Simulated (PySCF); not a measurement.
- geometry: GFN2-xTB
- σ from GIAO-PBE0/pcSseg-1
- code: PySCF 2.14.0 with density-fitted response routines
- gas phase, equivalent nuclei averaged, one conformer, relativity neglected

References, each an isolated molecule treated in the same way: 1H (σ = 31.72 ppm), 13C (σ = 186.93 ppm) vs TMS. Shifts are as computed. Against solution values, carbons near 30 ppm lie about +3 ppm off and those near 130 ppm about +5 ppm; carbons on Cl a further +6 ppm (rms about the fit 2.1 ppm; single classes can miss by 10 ppm). Of 1328 compounds with measured shifts, 309 miss one by over three times the rms of a fit or turn the order of signals round; such compounds aren't used in these exercises. Signals without a measured value on file couldn't be tested in this way; 1H shifts scatter by 0.2 ppm about their fit, and single ones miss by 0.5 ppm. Carbons bonded to Cl come out too deshielded. OH and NH positions are gas-phase values without hydrogen bonding to other molecules.

Problem. Order these molecules by the shift of their most deshielded carbon, lowest δ first.
A. [SiH3]N([SiH3])C1CC1
B. CCOC(F)(F)F
C. CN[SiH2]/C=C/[SiH3]

Solution. A (33.6 ppm, three-membered-ring carbon), B (130.7 ppm, CF3 carbon), C (158.2 ppm, alkene CH).

Problem. Order these molecules by the shift of their most deshielded carbon-bound hydrogen, lowest δ first.
A. [SiH3]N([SiH3])C1CC1
B. CCOC(F)(F)F
C. CN[SiH2]/C=C/[SiH3]

Solution. A (2.47 ppm, hydrogen on a three-membered-ring carbon), B (4.25 ppm, hydrogen on an sp3 CH2 bonded to O), C (7.18 ppm, hydrogen on an alkene CH).

Problem. How many 13C and 1H signals does each give (equivalence by symmetry and fast rotation, but not about amide C–N or C=N bonds)? `[SiH3]N([SiH3])C1CC1`, `FC(F)(F)/C=C1C=C/1Cl`, `CCOC(F)(F)F`, `CN[SiH2]/C=C/[SiH3]`

Solution. [SiH3]N([SiH3])C1CC1: 2 C, 4 H; FC(F)(F)/C=C1C=C/1Cl: 5 C, 2 H; CCOC(F)(F)F: 3 C, 2 H; CN[SiH2]/C=C/[SiH3]: 3 C, 6 H.
